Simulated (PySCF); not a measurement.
GeClBr, SMILES [Cl][Ge][Br] (connectivity only; charge and spin as stated), neutral, multiplicity 1. Heavy atoms are numbered as in [Ge:1]([Cl:2])[Br:3].

Coordinates come from a PBE-D3(BJ)/def2-TZVP optimisation.

The numbers are results of B3LYP/pcSseg-2 run with PySCF, not measurements.

GIAO shieldings, no solvent; atoms alike by connectivity are averaged. δ = σ(ref) − σ: ⁷³Ge against GeH4 (σ = 1629.1 ppm); ³⁵Cl against HCl (σ = 930.0 ppm), references at their B3LYP-D3(BJ)/def2-TZVP geometries, non-relativistic (without spin–orbit terms, shifts of atoms bonded to Cl or Br come out too high).

```json
[
 {"nucleus": "⁷³Ge", "atoms": "Ge1", "count": "1", "δ (ppm)": "1027.7"},
 {"nucleus": "³⁵Cl", "atoms": "Cl2", "count": "1", "δ (ppm)": "587.4"}
]
```
